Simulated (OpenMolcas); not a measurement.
**Pt3+: moving or changing the point charges**

Pt3+ among 4 point charges of -2 e arranged as a square (D4h), 1.97 Å from the ion.
```
   1.9700    0.0000    0.0000  -2.00
   0.0000    1.9700    0.0000  -2.00
  -1.9700    0.0000    0.0000  -2.00
   0.0000   -1.9700    0.0000  -2.00
```

```yaml
Program: OpenMolcas 26.06
Method: CASSCF
Basis: ANO-RCC-VDZP [7s6p4d2f]
Scalar_Hamiltonian: DKH2, point nucleus
Active_space: 7 electrons in 5 orbitals (5d)
State_averaging: 2S+1 = 4 even, 10 roots; 2S+1 = 2 even, 40 roots
Spin-orbit_coupling: RASSI with atomic mean-field integrals over the reference wave functions
```

Runs around this geometry, states (labels of D4, the rotations of D4h). Energies in cm-1 above the lowest state or level, χT in cm3 K/mol.

```tsv
R (Å)	q (e)	Ground state	First state of that spin	First gap with spin-orbit (degeneracies)	χT at 300 K	First state of another spin
1.97	-1.6	4E	4A2 1666	441.7 (2, 2)	2.255	2E 8308
1.84	-2	2B2	2E 4171	4198 (2, 2)	0.663	4E 473.5
1.97	-2	4E	4A2 4232	2117 (2, 2)	0.930	2B2 5041
2.16	-2	4E	4A2 1962	486.9 (2, 2)	2.269	2E 9636
```

Scaling the charges by -1.6 / -2 = 0.80 scales the first state of the same spin by 1666 / 4232 = 0.39; with fixed orbitals a first-order splitting would follow the charge.

The ground state changes within this set.

Without dynamic correlation the repulsion within the d shell is too large (B by tens of per cent), so at a given field states of lower spin stand too high. Spin-orbit coupling mixes the spin-free states strongly: the lowest level takes only 61 % from its leading state, 4E (figures for R = 1.97, q = -1.6; the like holds for R = 1.84, q = -2, R = 1.97, q = -2, R = 2.16, q = -2). An orbital doublet at a regular site is open to a Jahn-Teller distortion, which this geometry leaves out (holds for R = 1.97, q = -1.6; R = 1.97, q = -2; R = 2.16, q = -2). This shell can be high or low spin here, a state of another spin lies low, and with metal d orbitals alone active their balance is uncertain, so the ground spin may be wrong (holds for R = 1.97, q = -1.6; R = 1.97, q = -2; R = 2.16, q = -2). Point charges give a weaker field than real ligands, and real ions of this kind are as a rule low spin; the high spin found here belongs to the model (holds for R = 1.97, q = -1.6; R = 1.97, q = -2; R = 2.16, q = -2). This shell can be high or low spin here, a state of another spin lies low, and with metal d orbitals alone active their balance is uncertain, so the ground spin may be wrong, although the usual error favours high spin (holds for R = 1.84, q = -2). Point charges carry no covalency, so the field is a model and not that of real ligands. No measured value stands beside these numbers.
